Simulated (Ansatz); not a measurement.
CH₃ClMoS₂ (`[CH3][Mo](=[S])(=[S])[Cl]`). Total charge 0; spin multiplicity 1. Mo: def2 effective core potential.

Z-matrix (Å, degrees):
```
C
Mo 1 2.080
H 1 1.095 2 106.8
H 1 1.090 2 113.0 3 120.7
H 1 1.095 2 106.9 3 -118.5
S 2 2.088 1 104.2 3 -178.5
S 2 2.088 1 104.2 3 -63.6
Cl 2 2.238 1 110.7 3 59.0
```

Q: What are the harmonic wavenumbers in cm⁻¹ at PBE0-D4/def2-TZVP (Ansatz, finite differences of forces, unscaled)? (An estimate is asked.)

A: Computed: 125, 139, 171, 174, 189, 191, 423, 544, 577, 585, 630, 691, 1187, 1399, 1413, 3032, 3126, 3160.

Q: Is this a minimum?

A: Yes, all 18 modes are real.

Q: Give the ideal-gas thermochemistry at 298.15 K and 1 bar (rigid rotor, harmonic oscillator; point group Cs, symmetry number 1).

A: Zero-point energy 106.2 kJ/mol; H(298) − E = 128.8 kJ/mol; entropy 373.6 J/(mol·K), of which translation 175.6, rotation 121.5, vibration 76.6; G(298) − E = 17.4 kJ/mol.
